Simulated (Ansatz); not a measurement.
## Relative stability

Two relaxed structures of GeH$_{3}$SO (charge -1), closed shell (PBE0-D4/def2-TZVPD; forces vanish, vibrations not checked).

A:

```
atom    x (Å)    y (Å)    z (Å)
  O1  -0.4547  -1.3384  -0.2507
 Ge2   0.3448   0.2735   0.0896
  S3  -1.0810   1.8456   0.0854
  H4  -1.3841  -1.1149  -0.3621
  H5   1.4727   0.3318  -0.9959
  H6   1.1023   0.0025   1.4338
```

B:

```csv
atom,x (Å),y (Å),z (Å)
O1,-0.8039,1.6819,0.1054
Ge2,0.3360,0.4468,0.1118
S3,-0.6422,-1.6328,-0.3192
H4,-1.8437,-1.0439,-0.4226
H5,1.4707,0.4854,-0.9797
H6,1.0991,0.1550,1.4583
```

Program: Ansatz 0.2.0. Basis: def2-TZVPPD. Cores are frozen in the correlated methods. Filled d shells of the heavier atoms are correlated. The def2 sets are not built for correlating such inner shells, so the correlated values are less sure here. B3LYP uses VWN-RPA correlation.

**Question.** Which structure is lower at CCSD(T), and by how much? (To be estimated.)

**Answer.** Computed: A, by 110.0 kJ/mol (electronic energy, against the other). By their contacts, A is GeH₃SO ([OH][GeH2][S]), total charge -1 and B is GeH₃SO ([O][GeH2][SH]), total charge -1.

All methods give the same order:

```csv
method,E(B) − E(A) (kJ/mol)
PBE-D4,97.7
r2SCAN-D4,107.7
PBE0-D4,114.3
B3LYP-D4,105.9
wB97M-V,116.0
HF,141.0
MP2,107.4
CCSD,116.0
CCSD(T),110.0
```

No T1 diagnostic of these runs exceeds 0.017.

Labels in which every atom is bracketed show which atoms are joined, not bond orders.

For scale, one of the runs: CCSD(T)/def2-TZVPPD, 196 basis functions, launched by `ansatz run in.yaml --threads 2 --pin off --events-out ev --progress --plain --max-ram 4352MiB`. Hardware: 2 CPU threads of an Arm Neoverse V1, shared host. Wall time 110 s; peak host memory 2.2 GiB.
